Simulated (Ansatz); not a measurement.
Species: sum formula AlO2H2 (charge -1, singlet). SMILES of the parent species: [OH][Al][OH]
Structure (B3LYP-D3(BJ)/def2-TZVP (Ansatz, an electronic-structure program) minimum search):
```
Al
O 1 1.8051
H 2 0.9658 1 115.92
O 1 1.8051 2 102.56 3 0.00
H 4 0.9658 1 115.92 2 0.00
```
Charge -1, spin multiplicity 1.

Parts of the frozen-core correlation energy in STO-3G (Ansatz, hartree). Frozen orbitals: 7; correlated occupied orbitals by spin: 9 and 9; virtual: 5 and 5. Spin-orbit coupling is left out. No relativistic terms.

```json
[
 {"term": "reference (HF)", "value": "-387.64066"},
 {"term": "MP2 opposite-spin", "value": "-0.07243"},
 {"term": "MP2 same-spin", "value": "-0.01127"},
 {"term": "CCSD correlation", "value": "-0.10915"},
 {"term": "(T)", "value": "-0.00282"},
 {"term": "FCI minus CCSD(T)", "value": "-0.00034"},
 {"term": "T1 diagnostic", "value": "0.013"},
 {"term": "largest doubles amplitude", "value": "0.110"}
]
```
